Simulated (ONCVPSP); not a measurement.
**Potentials for chlorine compared**

Generated with ld1.x 7.5 (TM, RRKJ, ultrasoft, PAW), atompaw 4.2 or ONCVPSP 4.0.1. The cutoff is in Ry: for ld1.x and atompaw files where the sum of valence levels is converged to 10 mRy in a Bessel basis, for ONCV files where the hardest occupied wave has 1 mHa per electron of residual kinetic energy. The error is the largest all-electron minus pseudo excitation energy over each file’s own four to seven test configurations (ionisations up to +4, promotions, holes and added fractions of an electron), all of which were solved. The labels leave out finer settings (local radius, basis sizes, second energies), which also bear on the numbers. Spin-polarised tests are not counted. The rows are a selection from randomly drawn settings: files with unsolved tests, undetermined cutoffs or missed reference levels are left out.

A true bound ghost makes a file unfit for plane-wave use even where its test errors are small: the radial tests pick states by their node count and pass the ghost by.

| potential | cutoff (Ry) | largest error (meV) | bound ghosts |
| --- | --- | --- | --- |
| ONCV, PBE, scalar-relativistic, rc 1.40/1.35 (sp), local smoothed, core correction no, reference 3s1.75 3p5.25, qcut 4/5.4, projectors 1/2 | 102 | +24 | none |
| ONCV, PBE, scalar-relativistic, rc 0.90/0.85/0.80 (spd), local smoothed, core correction yes, reference 2s2 2p6 3s1.5 3p5.5, qcut 11.3/18.1/13, projectors 2/2/1 | 252 | +5.7 | none |
| ONCV, PBE, non-relativistic, rc 1.10/1.45 (sp), local smoothed, core correction yes, reference 3s1.5 3p5.5, qcut 4.9/6.2, projectors 2/2 | 50 | +149 | none |
| ONCV, PBE, fully relativistic, rc 0.60/0.70/0.70 (spd), local smoothed, core correction no, reference 2s2 2p6 3s2 3p3, qcut 23.4/25.1/12.3, projectors 2/3/2 | 404 | -134 | none |

**Question.** Fill in the row for Cl: ONCV, PBE, scalar-relativistic, rc 1.15/1.10/1.10 (spd), local d, core correction yes, reference 3s2 3p5, qcut 5.9/7.5/9.9, projectors 2/2/0.

**Answer.** cutoff 43 Ry, largest error +113 meV, bound ghosts: none.

**Question.** Fill in the row for Cl: ONCV, PBE, non-relativistic, rc 1.00/1.05/0.95 (spd), local smoothed, core correction yes, reference 3s1 3p6, qcut 6/8.5/10, projectors 2/2/2.

**Answer.** cutoff 100 Ry, largest error +13 meV, bound ghosts: s, p.
